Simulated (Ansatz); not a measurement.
Ideal-gas functions of CH3GaO2 (`O=[C](O)[GaH2]`) at 600 K and 1 bar, from an Ansatz frequency run at PBE0-D4/def2-TZVP.

Molar mass 116.76 g/mol, point group Cs (symmetry number 1), electronic degeneracy 1, moments of inertia 44.431, 182.752, 219.536 u Å². Harmonic wavenumbers (cm⁻¹, unscaled): 117, 129, 314, 326, 562, 604, 677, 717, 736, 1142, 1307, 1776, 1999, 2007, 3686.

Use S(trans) = R[1.5 ln M + 2.5 ln T − 1.1517]; rotational temperatures θ = 24.2544 K / I; S(rot) = R[ln(√π/σ · √(T³/θAθBθC)) + 1.5]; for each mode x = 1.438777 ν̃/T, S = R[x/(eˣ − 1) − ln(1 − e⁻ˣ)] and H = RT x/(eˣ − 1); 1 cm⁻¹ = 0.0119627 kJ/mol; R = 8.31446 J/(mol·K).

**Question.** By hand: the entropy, in J/(mol·K).

**Answer.** Translation 182.8. Rotation: θ = 0.5459, 0.1327, 0.1105 K, giving 117.1. Vibration, mode by mode: 18.91, 18.10, 10.87, 10.57, 6.44, 5.93, 5.14, 4.76, 4.59, 2.13, 1.56, 0.63, 0.40, 0.40, 0.01, in all 90.4. Electronic 0.0. Sum 390.3 J/(mol·K).

**Question.** By hand: H − E and G − E in kJ/mol, counted from the electronic energy.

**Answer.** Zero-point energy ½ × 16099 × 0.0119627 = 96.3; thermal vibration 27.8; translation, rotation and pV give 4 RT = 20.0. H − E = 144.1 kJ/mol, and G − E = 144.1 − 600 × 390.3/1000 = -90.1 kJ/mol.

Vibration gives 23 % of the entropy, 37.0 J/(mol·K) of it from the modes under 150 cm⁻¹: soft modes count most, and the harmonic formula is weakest for them. The sum counts one conformer and one mirror image; others add a mixing term.
